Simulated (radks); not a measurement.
Species: Bi. Configuration: [Hg] 6p3. Calculated with a radial shooting solver on a logarithmic mesh with Libxc functionals: Dirac Kohn-Sham, B86b exchange with PBE correlation, spin-unpolarised, spherical densities, finite nucleus; open shells fill j = l - 1/2 first; Fermi nuclear charge, rms radius 5.5211 fm.

Spin-orbit splittings of the eigenvalues, e(l+1/2) - e(l-1/2), with zeta = 2 splitting/(2l+1) and mean radii in bohr:

| shell | occ. | splitting (eV) | zeta (eV) | <r> j=l-1/2 | <r> j=l+1/2 |
|---|---|---|---|---|---|
| 2p | 6 | 2320 | 1547 | 0.05388 | 0.06293 |
| 3p | 6 | 519.4 | 346.3 | 0.1615 | 0.1780 |
| 3d | 10 | 110.1 | 44.05 | 0.1545 | 0.1595 |
| 4p | 6 | 128.0 | 85.32 | 0.3777 | 0.4124 |
| 4d | 10 | 23.89 | 9.556 | 0.4161 | 0.4271 |
| 4f | 14 | 5.490 | 1.569 | 0.4380 | 0.4442 |
| 5p | 6 | 24.63 | 16.42 | 0.8856 | 0.9752 |
| 5d | 10 | 2.989 | 1.196 | 1.212 | 1.257 |
| 6p | 3 | 1.850 | 1.233 | 2.786 | 3.256 |
